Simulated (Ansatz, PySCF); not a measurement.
Gas-phase reaction in SMILES: [H][S@OH27]([H])([H])([H])([H])[H] (H6S) → [H][S@OH20-]([H])([H])([H])[H] + H+
Structures are relaxed separately at B3LYP-D3(BJ)/def2-TZVP in Ansatz (an electronic-structure program).
Geometry of the first species:
```xyz
7

S      0.0000     0.0000     0.0000
H      1.4140    -0.0061     0.0019
H     -1.4140     0.0061    -0.0019
H      0.0062     1.4140    -0.0126
H     -0.0062    -1.4140     0.0126
H     -0.0018     0.0126     1.4140
H      0.0018    -0.0126    -1.4140
```
Charge 0, spin multiplicity 1.

Wanted: gas-phase deprotonation energy (enthalpy at 298 K, with B3LYP-D3(BJ) rigid-rotor harmonic-oscillator terms from PySCF), in kcal/mol. Correlated levels leave the core frozen unless marked. Spin-orbit coupling is left out. Non-relativistic. Anions need diffuse functions: aug- sets have them; def2-D sets add few; the other sets have none. Basis-set limits of correlation are two-point, X^-3; Hartree-Fock from the larger set. The bracket is a focal-point correction in the basis named.

Level to compare with: RI-MP2/CBS(aug-cc-pV(T+d)Z,aug-cc-pV(Q+d)Z)+[CCSD(T)-MP2]/aug-cc-pV(T+d)Z (Ansatz), 341.8 kcal/mol. It is a level with limits of its own, and the differences hold the functionals' basis error too.

Task: Rank these functionals by how close they come to RI-MP2/CBS(aug-cc-pV(T+d)Z,aug-cc-pV(Q+d)Z)+[CCSD(T)-MP2]/aug-cc-pV(T+d)Z, closest first: SVWN5/def2-TZVPD (Ansatz); r2SCAN/def2-TZVPD (Ansatz); M06-2X/def2-TZVPD (PySCF).

Result: M06-2X/def2-TZVPD (hybrid meta-GGA, 341.1 kcal/mol, difference -0.7), r2SCAN/def2-TZVPD (meta-GGA, 339.0 kcal/mol, difference -2.8), SVWN5/def2-TZVPD (LDA, 323.4 kcal/mol, difference -18.4)
